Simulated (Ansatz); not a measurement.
Species: MgI, net charge 0, doublet state. SMILES: [Mg][I]
Coordinates optimised at B3LYP-D3(BJ)/def2-TZVP (Ansatz, a program for electronic structure):
```xyz
2

Mg     0.0000     0.0000    -2.1254
I      0.0000     0.0000     0.4812
```
Charge 0, spin multiplicity 2.

Property: atomisation energy (electronic, to ground-state atoms), in kcal/mol. Cores are frozen in the correlated levels unless marked. UHF or UKS for open shells. Spin-orbit coupling is left out. The frozen core is the preceding noble-gas configuration, with the filled d and f shells of earlier blocks. In def2 rows, elements after Kr have scalar-relativistic effective core potentials. The coupled-cluster limit lacks core correlation, which all-electron functionals hold. CBS marks a two-point X^-3 extrapolation of the correlation energy; Hartree-Fock from the larger set.

```tsv
level	program	atomisation energy (kcal/mol)
SVWN5/def2-TZVPD	Ansatz	60.1
r2SCAN/def2-TZVPD	Ansatz	58.2
PBE0-D3(BJ)/def2-TZVPD	Ansatz + dftd3	54.6
PBE0-D4/def2-TZVP	Ansatz + dftd4	54.3
```

Problem. What does CCSD(T)/CBS(def2-TZVPPD,def2-QZVPPD) (Ansatz) give?

Solution. 53.3 kcal/mol, so PBE0-D4/def2-TZVP differs from it by 1.0 kcal/mol.
